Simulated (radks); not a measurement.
Trend from N3+ to Bi3+: ionisation energy by Delta-SCF between NIST ground configurations, and size. Method: scalar-relativistic Kohn-Sham, r2SCAN, spin-polarised, spherical densities, finite nucleus; open shells are filled with parallel spins first (spin-orbit coupling, left out, can overturn this in heavy ions); meta-GGA in the generalised Kohn-Sham scheme; Fermi nuclear charge, rms radius of each element as measured or else 0.836 A^(1/3) + 0.57 fm; computed with a radial shooting solver on a logarithmic mesh with Libxc functionals.

| species | configuration | IE (eV) | NIST (eV) | kind | -e(HOMO) (eV) | outermost | <r> outermost (bohr) |
|---|---|---|---|---|---|---|---|
| N3+ | [He] 2s2 | 75.868 | 77.474 | exp. | 68.521 (2s) | 2s | 1.11 |
| P3+ | [Ne] 3s2 | 50.750 | 51.444 | exp. | 45.820 (3s) | 3s | 1.68 |
| As3+ | [Ar] 3d10 4s2 | 49.767 | 50.2 | exp. | 44.730 (4s) | 4s | 1.75 |
| Sb3+ | [Kr] 4d10 5s2 | 43.502 | 43.80 | exp. | 39.038 (5s) | 5s | 2.02 |
| Bi3+ | [Hg] | 44.807 | 45.4 | exp. | 40.164 (6s) | 6s | 2.01 |

Reference values: NIST Atomic Spectra Database (exp. = measured, semi-emp. = semi-empirical, theory = theoretical value adopted there).
